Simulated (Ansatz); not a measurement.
[Cu(SiH3)2]- (CuSi2H6⁻), 9 atoms. Hardware: 4 threads of Arm Neoverse V1 on a shared host.

Problem. How many basis functions does each of these Ansatz runs have, and roughly what does it cost? PBE0-D4/def2-TZVPD, charge 0 doublet at the geometry of the charge -1 singlet, energy, from earlier orbitals; PBE0-D4/def2-TZVPD, charge -1 triplet at the geometry of the charge -1 singlet, energy; r2SCAN-D4/def2-TZVPD, charge -1 triplet at the geometry of the charge -1 singlet, energy, from earlier orbitals; PBE-D4/def2-TZVPD, charge -1 singlet, energy and forces, from earlier orbitals; PBE-D4/def2-TZVPD, charge 0 doublet at the geometry of the charge -1 singlet, energy, from earlier orbitals; PBE0-D4/def2-SVPD, charge -1 singlet, energy, from earlier orbitals; PBE-D4/def2-TZVPD, charge -1 triplet at the geometry of the charge -1 singlet, energy, from earlier orbitals; PBE0-D4/def2-TZVPD, charge -1 singlet, energy, from earlier orbitals; ωB97M-V/def2-TZVPD, charge -1 singlet, energy, from earlier orbitals; B97M-V/def2-TZVPD, charge -1 singlet, energy, from earlier orbitals; B3LYP-D4/def2-TZVPD, charge -1 singlet, energy, from earlier orbitals; revPBE-D4/def2-TZVPD, charge -1 singlet, energy, from earlier orbitals.

Solution. Other jobs shared the machine, so times can vary by a factor of up to 3. A dash marks memory too small to be measured apart from the calling script's.

```csv
run,functions,fitting or Cholesky vectors,wall time,peak host memory (GiB)
"PBE0-D4/def2-SVPD, charge -1 singlet, energy, from earlier orbitals",130,1327,1.8 s,–
"revPBE-D4/def2-TZVPD, charge -1 singlet, energy, from earlier orbitals",188,1325,1.9 s,–
"PBE-D4/def2-TZVPD, charge -1 singlet, energy and forces, from earlier orbitals",188,1325,2.4 s,–
"PBE0-D4/def2-TZVPD, charge -1 singlet, energy, from earlier orbitals",188,1446,2.9 s,–
"B3LYP-D4/def2-TZVPD, charge -1 singlet, energy, from earlier orbitals",188,1422,3 s,–
"PBE-D4/def2-TZVPD, charge 0 doublet at the geometry of the charge -1 singlet, energy, from earlier orbitals",188,1325,4.2 s,–
"PBE0-D4/def2-TZVPD, charge 0 doublet at the geometry of the charge -1 singlet, energy, from earlier orbitals",188,1446,7 s,0.72
"B97M-V/def2-TZVPD, charge -1 singlet, energy, from earlier orbitals",188,1325,9 s,–
"ωB97M-V/def2-TZVPD, charge -1 singlet, energy, from earlier orbitals",188,1412,10 s,0.69
"PBE-D4/def2-TZVPD, charge -1 triplet at the geometry of the charge -1 singlet, energy, from earlier orbitals",188,1325,11 s,–
"PBE0-D4/def2-TZVPD, charge -1 triplet at the geometry of the charge -1 singlet, energy",188,1446,31 s,1.1
"r2SCAN-D4/def2-TZVPD, charge -1 triplet at the geometry of the charge -1 singlet, energy, from earlier orbitals",188,1325,78 s,0.58
```
